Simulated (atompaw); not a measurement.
**Before and after: PAW (atompaw) potential for As (Z = 33)**

```json
{
 "Element": "As",
 "Generator": "atompaw 4.2.0.5",
 "Type": "PAW",
 "Functional": "PBE",
 "Relativity": "scalar-relativistic",
 "Frozen core": "[Ar] 3d10",
 "Valence charge": "5",
 "Reference configuration": "4s1 4p4",
 "Partial waves": "4s (bound): rc 2.20 bohr; 4s channel at 2 Ry: rc 1.15 bohr; 4p (bound): rc 2.20 bohr; 4p channel at -0.05 Ry: rc 2.20 bohr; 4d channel at 0.35 Ry: rc 2.20 bohr",
 "Local potential": "bessel scheme, radius 1.55 bohr",
 "Core correction": "smooth core density matched at 1.75 bohr",
 "Augmentation charge": "sinc compensation charge, radius 2.00 bohr; PAW radius 2.20 bohr; waves and projectors: custom polynom vanderbiltortho"
}
```

Change: wave 4p (bound): rc 2.20 bohr becomes 4p (bound): rc 2.00 bohr.

Cutoffs: the cutoffs (Ry, on a coarse ladder) from which the occupation-weighted sum of valence levels, in a spherical-Bessel basis at the reference potential, stays within 10 and 1 mRy of its value at 400 Ry; they do not see the model core or the augmentation charge, which bear on the density cutoff.

Task: What does the change do?

Result: The potential gets harder (8 Ry and 10 Ry → 8 Ry and 15 Ry); both files keep a bound ghost (s).

```tsv
quantity	base	changed
cutoff, loose	8 Ry	8 Ry
cutoff, tight	10 Ry	15 Ry
bound ghosts	s	s
s: phases at 2.21 bohr within 0.05 rad from the reference energy up to (Ry; the scan ends near 5)	-0.8	-0.8
p: phases at 2.21 bohr within 0.05 rad from the reference energy up to (Ry; the scan ends near 5)	to the end of the scan	4.9
d: phases at 2.21 bohr within 0.05 rad from the reference energy up to (Ry; the scan ends near 5)	1.3	1.3
lowest overlap eigenvalue by channel	s 0.10, p 0.59, d 1.00	s 0.10, p 0.36, d 1.00
```

 A true bound ghost makes a file unfit for plane-wave use even where its test errors are small: the radial tests pick states by their node count and pass the ghost by. The cutoffs see the waves, projectors and local potential, not the compensation charge or the core.
